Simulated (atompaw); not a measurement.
**LDA (PW92) PAW (atompaw) dataset for nitrogen, non-relativistic all-electron reference.**

```json
{
  "Element": "nitrogen",
  "Generator": "atompaw 4.2.0.5",
  "Type": "PAW",
  "Functional": "LDA (PW92)",
  "Relativity": "non-relativistic",
  "Frozen core": "[He]",
  "Valence charge": "5",
  "Reference configuration": "2s1.75 2p3.25",
  "Partial waves": "2s (bound); 2s channel at -1.05 Ry; 2p (bound); 2p channel at 0.05 Ry",
  "Local potential": "bessel scheme, radius 1.60 bohr",
  "Core correction": "smooth core density matched at 1.75 bohr",
  "Augmentation charge": "sinc compensation charge, radius 1.50 bohr; PAW radius 2.00 bohr; waves and projectors: bloechl"
}
```

- Cutoffs needed: 21 Ry and 25 Ry (the cutoffs (Ry, on a coarse ladder) from which the occupation-weighted sum of valence levels, in a spherical-Bessel basis at the reference potential, stays within 10 and 1 mRy of its value at 400 Ry)
- Ghost test: no extra level below or beside the all-electron valence levels (s, p, d, f tested) (spherical-Bessel basis up to 400 Ry, 20 bohr box)
- Lowest eigenvalue of the overlap operator: 0.00 (s channel)
- Overlap eigenvalues printed by atompaw (projector basis): 0.00344, 0.0166, 0.741, 1.38
- Share of each valence orbital outside the PAW sphere: 2s 13 %, 2p 21 %
